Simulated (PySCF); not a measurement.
3-methylthiophene (C₅H₆S), SMILES c1cc(C)cs1. Atoms are numbered in the order given.

```xyz
12

C     -0.1975    -2.4688     0.0000
C     -0.0252    -0.9825     0.0000
C      1.2449    -0.3230     0.0000
C      1.1422     1.0415     0.0000
S     -0.4974     1.5502     0.0000
C     -1.0556    -0.0747     0.0000
H     -1.2598    -2.7493     0.0000
H      0.2721    -2.9244    -0.8864
H      0.2721    -2.9244     0.8864
H      2.2002    -0.8512     0.0000
H      1.9457     1.7768     0.0000
H     -2.1245    -0.2859     0.0000
```
Charge 0, spin multiplicity 1.

The structure is a stationary point at PBE0-D3(BJ)/def2-SVP.

Two levels are set side by side: PBE/pcSseg-1 (PySCF) and HF/pcSseg-1 (PySCF). GIAO shifts against H2S (³³S), TMS (¹H), TMS (¹³C) at the same level; non-relativistic, no solvent, atoms listed together averaged. Differences are taken from unrounded values.

```
quantity                      HF    PBE  PBE minus HF
-------------------------  -----  -----  ------------
δ(¹³C) of C1 (ppm)          17.9   19.8           1.9
δ(¹³C) of C2 (ppm)         145.0  142.0          -3.0
δ(¹³C) of C3 (ppm)         136.1  132.7          -3.4
δ(¹³C) of C4 (ppm)         141.9  131.2         -10.7
δ(³³S) of S5 (ppm)         370.8  443.4          72.5
δ(¹³C) of C6 (ppm)         134.4  126.5          -8.0
δ(¹H) of H7, H8, H9 (ppm)   2.68   2.66         -0.02
δ(¹H) of H10 (ppm)          7.32   7.18         -0.14
δ(¹H) of H11 (ppm)          7.60   7.21         -0.39
δ(¹H) of H12 (ppm)          7.22   6.86         -0.36
```

Rough cost on one machine, each run with all the roots and properties that it gave: HF against PBE within a factor of 2.
